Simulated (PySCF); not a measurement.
Spectrum to structure. Computed with PySCF, TDDFT PBE0/def2-SVPD, vertical, gas phase, core orbitals frozen in the response. Geometries: GFN2-xTB, one conformer each.

```csv
state,ν̃ (cm⁻¹),f,"main configurations (H = HOMO, L = LUMO)"
S1,69410,0.0021,H→L (98%)
S2,73560,0.010,H→L+1 (96%)
S3,75690,0.0042,H-1→L (90%)
S4,76770,0.020,H→L+2 (94%)
S5,77160,0.0007,"H-2→L (72%), H-1→L+1 (18%)"
S6,78340,0.0063,H→L+3 (96%)
S7,78870,0.0035,"H-3→L (64%), H-2→L (13%), H-1→L+1 (11%)"
S8,80540,0.022,"H→L+4 (48%), H→L+5 (35%)"
```

Triplets computed (Tamm–Dancoff): 8.47, 8.91, 9.14 eV.

Orbital energies (eV): HOMO-3 -10.29, HOMO-2 -10.10, HOMO-1 -9.92, HOMO -9.06, LUMO 0.66, LUMO+1 1.13, LUMO+2 1.56.

Task: Which structure fits?
A. `C(C)C(CC)(F)F`
B. `[C@@H]12[C@H]3[C@@H]1C[C@]2(F)C3`
C. `C(C(=C)F)(C=C)=C`
D. `C[C@@H]1C[C@H](F)[SiH2]O1`
E. `FC1=CC[C@@H]2C[C@H]12`

Result: A. Its S1, at 8.61 eV, is the highest among the candidates; the nearest of the others has S1 at 7.22 eV. S1 is HOMO→LUMO (98%). Löwdin shares by element: HOMO carbon 49% or more, fluorine 13% or more (atoms not listed hold the other 38%); LUMO carbon 37% or more, hydrogen 9% or more (atoms not listed hold the other 54%). At the same level the other candidates give, for their lowest levels:
- `F[C@]12C[C@@H]3[C@H](C1)[C@@H]32`: 7.22 eV (f 0.002); 7.47 eV (f 0.017); 7.81 eV (f 0.009); 7.95 eV (f 0.005); 8.00 eV (f 0.002); T1 7.09 eV; HOMO -7.50, LUMO 0.93 eV
- `FC1=CC[C@@H]2C[C@H]12`: 6.45 eV (f 0.076); 6.55 eV (f 0.074); 6.73 eV (f 0.013); 7.04 eV (f 0.009); 7.29 eV (f 0.006); T1 4.22 eV; HOMO -6.69, LUMO 0.51 eV
- `C[C@@H]1C[C@H](F)[SiH2]O1`: 6.72 eV (f 0.025); 6.80 eV (f 0.007); 7.39 eV (f 0.006); 7.50 eV (f 0.031); 7.89 eV (f 0.008); T1 6.23 eV; HOMO -8.05, LUMO 0.04 eV
- `C=CC(=C)C(=C)F`: 5.14 eV (f 0.258); 5.43 eV (f 0.057); 5.89 eV (f 0.168); 6.62 eV (f 0.003); 6.98 eV (f 0.153); T1 2.96 eV; HOMO -6.81, LUMO -1.31 eV

The values belong to the conformer `[CH3:1][CH2:2][C:3]([F:4])([F:5])[CH2:6][CH3:7]`: C1–C2–C3–F4 52°, C2–C3–C6–C7 59°.
